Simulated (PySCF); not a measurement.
A calculated (UHF, PySCF 2.14, def2-QZVPPD, the non-relativistic Hamiltonian (point nucleus)) atom or ion has these occupied shells.

```csv
shell,electrons,orbital energy (eV),"rms radius, mean of both spins (bohr)"
1s,2,-8941.0,0.0612
2s,2,-1104.9,0.258
2p,6,-963.34,0.230
3s,2,-130.45,0.776
3p,6,-84.517,0.823
3d,10,-7.387,1.17
4s,2,-0.297,4.62
```

**Question.** Name the element and its charge.

**Answer.** Cu⁻ (copper, charge -1), in [Ar] 3d10 4s2, closed-shell 1S.
